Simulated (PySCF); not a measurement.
**Radial density of N (nitrogen, neutral)**

UHF, [He] 2s2 2p3, high-spin 4S determinant. All numbers are calculated (PySCF 2.14, the non-relativistic Hamiltonian (point nucleus), in aug-cc-pVDZ (4s3p2d, 23 functions)).

```csv
r (bohr),4πr²ρ (e/bohr),4πr²(ρα − ρβ)
0.00476,0.05475,0.0001
0.00801,0.1487,0.0003
0.0135,0.3884,0.0007
0.0227,0.9685,0.0018
0.0381,2.208,0.0045
0.0641,4.365,0.0107
0.108,6.771,0.0287
0.181,7.098,0.1065
0.305,4.162,0.4082
0.513,2.263,1.1506
0.863,3.381,1.9877
1.45,2.700,1.5377
2.44,0.6672,0.3985
4.11,0.03516,0.0251
6.91,0.0002601,0.0002
```
